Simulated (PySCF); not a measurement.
## Two-dimensional NMR puzzle

Compound of formula C₆H₅N₃. Correlations simulated from computed shifts and the bond graph:

HSQC (one-bond C–H):
```
  δH     δC
8.57  126.8
7.87  112.8
7.83  131.9
7.74  128.1
```

COSY cross peaks (H two or three bonds apart, from the bond graph; peaks can be absent where the dihedral angle is near 90°):
```
  δH    δH
8.57  7.74
7.87  7.83
7.83  7.74
```

HMBC (two and three bonds, from the bond graph):
```
  δH                          δC
8.57  149.2, 139.8, 131.9, 128.1
7.87  149.2, 139.8, 131.9, 128.1
7.83  139.8, 128.1, 126.8, 112.8
7.74  149.2, 131.9, 126.8, 112.8
```

Carbons without hydrogens: δ 149.2, 139.8.

Single conformer, no solvent model, relativity neglected. PBE0/pcSseg-1 with gauge-including orbitals; GFN2-xTB structure; PySCF 2.14.

Referencing at the same level of theory: 1H (σref 31.72) and 13C (σref 186.93) vs TMS.

Exchangeable hydrogens are left out of these lists.

Task: Which molecule is this?

Result: `c1ccc2[nH]nnc2c1`.

Numbering as in the mapped SMILES `[cH:1]1[cH:2][cH:3][c:4]2[nH:5][n:6][n:7][c:8]2[cH:9]1`. Each H is labelled by its parent atom.

δC 149.2 is C8, a ring-fusion aromatic carbon. δC 139.8 is C4, a ring-fusion aromatic carbon. δC 131.9 is C2, an aromatic CH (δH 7.83). δC 128.1 is C1, an aromatic CH (δH 7.74). δC 126.8 is C9, an aromatic CH (δH 8.57). δC 112.8 is C3, an aromatic CH (δH 7.87). HMBC from δH 8.57 reaches the proton-free carbons C8, C4. HMBC from δH 7.87 reaches the proton-free carbons C8, C4. HMBC from δH 7.83 reaches the proton-free carbon C4. HMBC from δH 7.74 reaches the proton-free carbon C8. COSY links 8.57–7.74, 7.87–7.83, 7.83–7.74.

This is the structure that produced the data.

The OH or NH signal is concentration- and solvent-dependent in practice; the value given is the gas-phase one. Shifts are as computed. Against solution values, carbons near 30 ppm lie about +3 ppm off and those near 130 ppm about +5 ppm. Of 1211 compounds with measured shifts, 218 miss one by over three times the rms of a fit or turn the order of signals round; such compounds aren't used in these exercises.
